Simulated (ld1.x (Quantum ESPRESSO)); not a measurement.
**PW91 TM dataset for P (Z = 15), non-relativistic all-electron reference.**

ld1.x (Quantum ESPRESSO) 7.5 input, shortened:

```
&input
   title='P', zed=15., rel=0, dft='PW91', iswitch=3,
   config='[Ne] 3s2 3p3'
 /
 &inputp
   pseudotype=2, tm=.true., lloc=-2, rcloc=1.90,
   nlcc=.true.
 /
2
3S  1  0   2.00   0.00  1.35  1.35  0.0
3P  2  1   3.00   0.00  2.05  2.05  0.0
 &test
   configts(1)='3s2 3p3'
 /
```

Poles of the logarithmic derivatives, all-electron (AE) and pseudo (PS). s: poles at 0.3 (AE) and 0.3 (PS) Ry. p: poles at 1.3 (AE) and 1.3 (PS) Ry. Test radius 2.25 bohr.

* Cutoffs needed: 35 Ry and 70 Ry (the cutoffs (Ry, on a coarse ladder) from which the occupation-weighted sum of valence levels, in a spherical-Bessel basis at the reference potential, stays within 10 and 1 mRy of its value at 400 Ry)
* Ghost test: no extra level below or beside the all-electron valence levels (s, p, d, f tested) (spherical-Bessel basis up to 400 Ry, 20 bohr box)
* Largest excitation error: +64 meV (all-electron minus pseudo) for 3s2 3p0, out of 7 test configurations
